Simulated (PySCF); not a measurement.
C₆H₁₃O₃, charge +1, singlet, at the geometry of the source list; R2SCAN/STO-3G run with PySCF.

The PySCF input:
```python
from pyscf import gto, scf, dft

mol = gto.M(
    atom='''
C     2.406900    1.333700    1.050800
O     1.197800    0.585500    0.981100
C     1.337000   -0.754000    0.514000
C    -0.067900   -1.157100    0.022400
C    -0.050300   -2.124100   -1.142000
O    -0.669500    0.118300   -0.394000
C    -2.096600    0.377300    0.030900
C    -2.536200    1.652400   -0.544000
O    -2.619300   -0.437000    0.687100
H     3.092000    0.874000    1.763500
H     2.885300    1.399300    0.070800
H     2.132200    2.325600    1.401800
H     1.680900   -1.411500    1.315800
H     2.057300   -0.791100   -0.313100
H    -0.672900   -1.549800    0.847400
H    -1.061600   -2.389100   -1.435600
H     0.463800   -1.691200   -1.996500
H     0.466800   -3.031300   -0.845600
H     0.036700    0.758000    0.106000
H    -2.751500    1.512400   -1.603500
H    -3.453200    1.971600   -0.052600
H    -1.777700    2.428100   -0.464600
''',
    basis='sto-3g',
    charge=1,
    spin=0,
    verbose=4,
)

mf = dft.RKS(mol)
mf.xc = 'r2scan'
mf.init_guess = '1e'
mf.kernel()
mf.analyze()
```

The log (banner, timings and long lists left out):

```
PySCF version 2.14.0

[INPUT] verbose = 4
[INPUT] num. atoms = 22
[INPUT] num. electrons = 72
[INPUT] charge = 1
[INPUT] spin (= nelec alpha-beta = 2S) = 0
[INPUT] symmetry False subgroup None
[INPUT] Mole.unit = angstrom
[INPUT] Symbol           X                Y                Z      unit          X                Y                Z       unit  Magmom
[...]
nuclear repulsion = 503.00675320798
number of shells = 40
number of NR pGTOs = 174
number of NR cGTOs = 58
basis = sto-3g
ecp = {}

******** <class 'pyscf.dft.rks.RKS'> ********
method = RKS
initial guess = 1e
damping factor = 0
level_shift factor = 0
DIIS = <class 'pyscf.scf.diis.CDIIS'>
diis_start_cycle = 1
diis_space = 8
diis_damp = 0
SCF conv_tol = 1e-09
SCF conv_tol_grad = None
SCF max_cycles = 50
direct_scf = True
direct_scf_tol = 1e-13
XC library pyscf.dft.libxc version 7.1.2
    S. Lehtola, C. Steigemann, M. J. T. Oliveira, and M. A. L. Marques,  SoftwareX 7, 1–5 (2018)
XC functionals = r2scan
    J. W. Furness, A. D. Kaplan, J. Ning, J. P. Perdew, and J. Sun,  J. Phys. Chem. Lett. 11, 8208–8215 (2020)
    J. W. Furness, A. D. Kaplan, J. Ning, J. P. Perdew, and J. Sun,  J. Phys. Chem. Lett. 11, 9248–9248 (2020)
    J. W. Furness, A. D. Kaplan, J. Ning, J. P. Perdew, and J. Sun,  J. Phys. Chem. Lett. 11, 8208–8215 (2020)
    J. W. Furness, A. D. Kaplan, J. Ning, J. P. Perdew, and J. Sun,  J. Phys. Chem. Lett. 11, 9248–9248 (2020)
radial grids:
    Treutler-Ahlrichs [JCP 102, 346 (1995); DOI:10.1063/1.469408] (M4) radial grids

becke partition: Becke, JCP 88, 2547 (1988); DOI:10.1063/1.454033
pruning grids: <function nwchem_prune>
grids dens level: 3
symmetrized grids: False
atomic radii adjust function: <function treutler_atomic_radii_adjust>
small_rho_cutoff = 0
Set gradient conv threshold to 3.16228e-05
Initial guess from hcore.
[...]
tot grids = 254464
init E= -405.402533367173
[...]
cycle= 1 E= -371.40941178415  delta_E=   34  |g|= 4.83  |ddm|=   27
[...]
cycle= 2 E= -399.340645506577  delta_E= -27.9  |g|= 3.92  |ddm|= 27.6
[...]
cycle= 3 E= -427.414798539879  delta_E= -28.1  |g|=  5.5  |ddm|= 17.8
[...]
cycle= 4 E= -454.637515136467  delta_E= -27.2  |g|= 1.81  |ddm|= 11.5
[...]
cycle= 5 E= -448.499828894842  delta_E= 6.14  |g|= 4.02  |ddm|= 7.95
[...]
cycle= 6 E= -450.05812498783  delta_E= -1.56  |g|= 3.72  |ddm|= 7.75
[...]
cycle= 7 E= -446.154154134736  delta_E=  3.9  |g|= 4.95  |ddm|= 8.59
[...]
cycle= 8 E= -444.309033855019  delta_E= 1.85  |g|= 4.84  |ddm|= 2.42
[...]
[...]
[...]
cycle= 11 E= -454.361518903306  delta_E= -19.8  |g|= 2.25  |ddm|= 11.9
[...]
cycle= 12 E= -455.6991861348  delta_E= -1.34  |g|= 0.584  |ddm|= 3.12
[...]
cycle= 13 E= -455.661027745944  delta_E= 0.0382  |g|= 0.666  |ddm|=  1.6
[...]
cycle= 14 E= -455.799084952607  delta_E= -0.138  |g|= 0.0722  |ddm|= 0.93
[...]
cycle= 15 E= -455.80060758278  delta_E= -0.00152  |g|= 0.0288  |ddm|= 0.138
[...]
cycle= 16 E= -455.800843690347  delta_E= -0.000236  |g|= 0.00588  |ddm|= 0.0406
[...]
cycle= 17 E= -455.800853403687  delta_E= -9.71e-06  |g|= 0.00228  |ddm|= 0.0101
[...]
cycle= 18 E= -455.800854885789  delta_E= -1.48e-06  |g|= 0.000266  |ddm|= 0.00285
[...]
cycle= 19 E= -455.800854907151  delta_E= -2.14e-08  |g|= 0.000107  |ddm|= 0.000483
[...]
cycle= 20 E= -455.800854910392  delta_E= -3.24e-09  |g|= 1.61e-05  |ddm|= 0.000139
[...]
cycle= 21 E= -455.800854910478  delta_E= -8.57e-11  |g|= 3.88e-06  |ddm|= 2.68e-05
[...]
Extra cycle  E= -455.800854910462  delta_E= 1.57e-11  |g|= 8.07e-06  |ddm|= 1.4e-05
converged SCF energy = -455.800854910462
**** SCF Summaries ****
Total Energy =                        -455.800854910462476
Nuclear Repulsion Energy =             503.006753207980296
One-electron Energy =                -1605.685246488377061
Two-electron Energy =                  646.877638369934289
Two-electron Coulomb Energy =          709.498629894744568
DFT Exchange-Correlation Energy =      -62.620991524810293
HOMO-LUMO gap [eV] =                     4.966945897244057
**** MO energy ****
[...]
 ** Mulliken pop on meta-lowdin orthogonal AOs  **
 ** Mulliken pop  **
 ** Mulliken atomic charges  **
charge of    0C =     -0.04153
charge of    1O =     -0.09872
charge of    2C =     -0.00238
charge of    3C =      0.07258
charge of    4C =     -0.15309
charge of    5O =     -0.02958
charge of    6C =      0.22459
charge of    7C =     -0.17253
charge of    8O =     -0.03129
charge of    9H =      0.08013
charge of   10H =      0.06800
charge of   11H =      0.08538
charge of   12H =      0.08156
charge of   13H =      0.06874
charge of   14H =      0.08165
charge of   15H =      0.07707
charge of   16H =      0.07296
charge of   17H =      0.08657
charge of   18H =      0.21855
charge of   19H =      0.10976
charge of   20H =      0.10805
charge of   21H =      0.09352

WARN: System has nonzero charge 1; the dipole moment is origin-dependent.
Location of origin: [0. 0. 0.]

Dipole moment(X, Y, Z, Debye): -0.01392,  1.38258, -0.08267
```
